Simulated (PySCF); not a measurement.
C₄H₈OSi, SMILES [SiH3][C@@H]1OC(=C1)C. Geometry optimised at PBE-D3(BJ)/def2-SVP. The structure was generated by enumeration; whether it is a known compound was not checked.

Computed equilibrium geometry at PBE-D3(BJ)/def2-SVP (PySCF confirms it by a frequency run) as Cartesian coordinates in Å:
```xyz
14

C      2.5740     0.6167     0.5563
C      1.3031     0.1652    -0.0562
C      0.5030     0.4152    -1.1277
C     -0.4454    -0.6141    -0.5633
Si    -2.0700     0.0486     0.1869
O      0.5246    -0.8235     0.5453
H      2.3969     1.0336     1.5701
H      3.2829    -0.2303     0.6681
H      3.0465     1.3959    -0.0703
H      0.5099     1.0827    -1.9942
H     -0.5725    -1.5585    -1.1371
H     -1.7424     1.2450     1.0324
H     -2.7426    -1.0085     1.0203
H     -3.0049     0.4494    -0.9241
```
Charge 0, spin multiplicity 1.
